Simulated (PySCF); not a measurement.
## Spinor energies of Os(48+) (osmium, charge +48)

Start: [Ar] 3d10. Calculated with PySCF 2.14 in an uncontracted even-tempered set (18 s from 4.2 bohr⁻², ratio 2.6; 15 p from 5.5 bohr⁻², ratio 2.6; 10 d from 5.5 bohr⁻², ratio 2.6; 5 f from 5.6 bohr⁻², ratio 2.8): generalised Hartree-Fock with the X2C-1e Hamiltonian and a Gaussian nucleus; spin-orbit coupling (SO) screened by Boettger's factors.

```csv
spinor shell,electrons,"ε, screened SO (eV)",weight of nominal j (screened SO),"rms radius, screened SO (bohr)"
1s1/2,2,-76810.0,1.000,0.0200
2s1/2,2,-15567.5,1.000,0.0808
2p1/2,2,-15001.4,1.000,0.0685
2p3/2,4,-13456.7,1.000,0.0761
3s1/2,2,-5460.4,1.000,0.203
3p1/2,2,-5213.3,1.000,0.194
3d3/2,4,-4458.2,1.000,0.182
3d5/2,6,-4380.4,1.000,0.185
```

Question: Where does 3p3/2 lie, and what is the 3p spin-orbit splitting (screened SO)?

Answer: At -4854.9 eV, 358.42 eV above 3p1/2.

| quantity | screened SO |
| --- | --- |
| E (hartree) | -15598.06591 |
| M_J | 0 |
| ⟨J²⟩ | 0.000 |
| ⟨L²⟩ | 0.069 |
| ⟨S²⟩ | 0.069 |

Breit and QED terms are absent; they matter most for the inner s and p1/2 levels.

Densities and radii are taken from the X2C orbitals without a picture-change correction, which distorts them close to the nucleus.
